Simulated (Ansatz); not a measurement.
Ideal-gas functions of `[MgH][Br]` at 400 K and 1 bar, from an Ansatz frequency run at PBE0-D4/def2-TZVP.

Molar mass 105.22 g/mol, point group C∞v (symmetry number 1), electronic degeneracy 1, moments of inertia 114.1 u Å². Harmonic wavenumbers (cm⁻¹, unscaled): 307, 307, 383, 1670.

Use S(trans) = R[1.5 ln M + 2.5 ln T − 1.1517]; rotational temperatures θ = 24.2544 K / I; S(rot) = R[ln(T/σθ) + 1]; for each mode x = 1.438777 ν̃/T, S = R[x/(eˣ − 1) − ln(1 − e⁻ˣ)] and H = RT x/(eˣ − 1); 1 cm⁻¹ = 0.0119627 kJ/mol; R = 8.31446 J/(mol·K).

Problem. By hand: the entropy, in J/(mol·K).

Solution. Translation 173.0. Rotation: θ = 0.2126 K, giving 71.0. Vibration, mode by mode: 7.90, 7.90, 6.28, 0.14, in all 22.2. Electronic 0.0. Sum 266.2 J/(mol·K).

Problem. By hand: H − E and G − E in kJ/mol, counted from the electronic energy.

Solution. Zero-point energy ½ × 2667 × 0.0119627 = 16.0; thermal vibration 5.2; translation, rotation and pV give 3.5 RT = 11.6. H − E = 32.8 kJ/mol, and G − E = 32.8 − 400 × 266.2/1000 = -73.7 kJ/mol.

Vibration gives 8 % of the entropy.
